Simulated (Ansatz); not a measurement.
```yaml
atoms:
  - { symbol: C, position_ang: [0.0000, 0.0000, 0.0000] }
  - { symbol: C, position_ang: [0.0000, 0.0000, 1.4550] }
  - { symbol: C, position_ang: [0.0000, 1.1109, -0.7493] }
  - { symbol: C, position_ang: [0.0000, -1.1109, 2.2043] }
  - { symbol: H, position_ang: [0.0000, -0.9624, -0.5117] }
  - { symbol: H, position_ang: [0.0000, 0.9624, 1.9667] }
  - { symbol: H, position_ang: [0.0000, 1.0539, -1.8378] }
  - { symbol: H, position_ang: [0.0000, 2.0988, -0.2887] }
  - { symbol: H, position_ang: [0.0000, -1.0539, 3.2928] }
  - { symbol: H, position_ang: [0.0000, -2.0988, 1.7437] }
```

Basis set: 6-31G* (spherical functions). Left uncorrelated: 4 orbitals. Charge 0, multiplicity 1.

Computed with Ansatz (development build ahead of 0.2.0); each method stands on the lowest determinant of its kind that the runs found. Restricted open shells among the atoms or ions are ROHF, correlated in semicanonical orbitals with singles.

The atomization energy at this shape (free ground-state atoms in the same class of orbitals less the molecule, no zero-point energy) of singlet C₄H₆:

```json
{"method": "RHF-MP2", "atomization energy": "40.88 eV"}
```

(1) What does RHF give?

Results:

(1) 33.20 eV.
